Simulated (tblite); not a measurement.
Species: C3H8O3SSi.
Cartesian coordinates in Å at the GFN2-xTB level; atoms count from 1:
```
atom  x, y, z in Å
O1    -0.6078   -1.2409    1.5626
S2    -1.3352   -0.6926    0.4595
O3    -2.0829   -1.5916   -0.3695
O4    -2.4110    0.3792    1.0453
C5    -0.2274    0.3517   -0.4795
C6     0.9120   -0.5875   -0.8580
Si7    1.8292   -0.0737    0.7473
C8     0.4454    1.2399    0.5555
H9    -3.2936    0.1474    0.7510
H10   -0.8091    0.8117   -1.2743
H11    1.3968   -0.2887   -1.7860
H12    0.5779   -1.6165   -0.9642
H13    1.8820   -0.9533    1.8963
H14    3.1514    0.4904    0.4326
H15    0.7649    2.1911    0.1324
H16   -0.2002    1.4423    1.4049
```

All values are computed: GFN2-xTB (tblite) harmonic vibrations without scaling, gas phase. Against measured fundamentals such values can be off by several per cent, at times by over 20. Modes of hydrogen on silicon can be 10 to 20 % off. One conformer, not necessarily the lowest.

Harmonic wavenumbers (cm⁻¹): 72.5, 98.1, 165.5, 190.8, 230.7, 281.4, 328.8, 390.1, 416.8, 451.2, 473.6, 509.5, 585.9, 613.5, 664.8, 681.8, 704.3, 728.8, 788.4, 794.9, 812.0, 884.4, 996.6, 1006.9, 1032.9, 1084.2, 1115.8, 1162.4, 1206.2, 1207.9, 1236.6, 1264.6, 1452.9, 1460.1, 2206.0, 2407.6, 2981.1, 2995.9, 3000.0, 3022.3, 3038.6, 3604.2.

A = 2926, B = 1178, C = 1129 MHz; mass 151.996 u (most abundant isotopes); point group C1, symmetry number 1.

Question: What is the zero-point energy?

Answer: ½Σν̃ = 24175 cm⁻¹ = 289.20 kJ/mol.

Question: Entropy at 273.15 K, 1 bar (ideal gas, RRHO, classical rotation)?

Answer: Translation 169.69, rotation 119.42, vibration 92.09: S = 381.2 J/(mol K).

Question: And Cp and H(273.15 K) − H(0)?

Answer: Cp = 149.34 J/(mol K), of which vibrations give 116.08 (their classical limit is 42 R = 349.2); H(273.15 K) − H(0) = 23.69 kJ/mol without the zero-point energy, 14.61 from vibrations.

Question: What must be added to the electronic energy to get the Gibbs energy at 273.15 K and 1 bar?

Answer: ZPE + [H(273.15 K) − H(0)] − T·S = 289.20 + 23.69 − 104.13 = 208.76 kJ/mol.

Question: Blend soft modes into free rotors: weight 1/[1 + (100 cm⁻¹/ν̃)⁴] for the oscillator and the rest for a rotor with moment μB/(μ + B), μ = h/(8π²ν), B = 10⁻⁴⁴ kg m². What vibrational entropy results?

Answer: 88.33 J/(mol K) in place of 92.09, which changes −T·S at 273.15 K by +1.03 kJ/mol.

Hindered rotation and anharmonicity are outside this model. Other conformers, if any are populated, would add a mixing term that is left out. The structure is chiral; the term R ln 2 for an equal mix with its mirror image is left out.

The run took 0.51 s of wall time on an Arm Neoverse V2 with one thread, shared host with 96 logical CPUs at a one-minute load of 41. This covers the Hessian and the dipole derivatives.
